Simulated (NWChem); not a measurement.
Molecule: BH$_{3}$O; SMILES BO

```xyz
5

B      0.0082     0.7119     0.0000
H      1.0398     1.3175     0.0000
H     -1.0622     1.2584     0.0000
O      0.0929    -0.6330     0.0000
H     -0.7622    -1.0708     0.0000
```
Atoms are numbered in this order, from 1.

Computed with NWChem. Geometry: optimised at PBE0-D3(BJ)/def2-TZVP.

### Question
What does the run give for LC-BLYP (range parameter 0.33 per bohr)/def2-TZVP? Quantities: highest occupied level (eV); orbital gap (eV); dipole (D).

### Answer
```json
{
  "highest occupied level (eV)": "-11.23",
  "orbital gap (eV)": "12.68",
  "dipole (D)": "1.65"
}
```
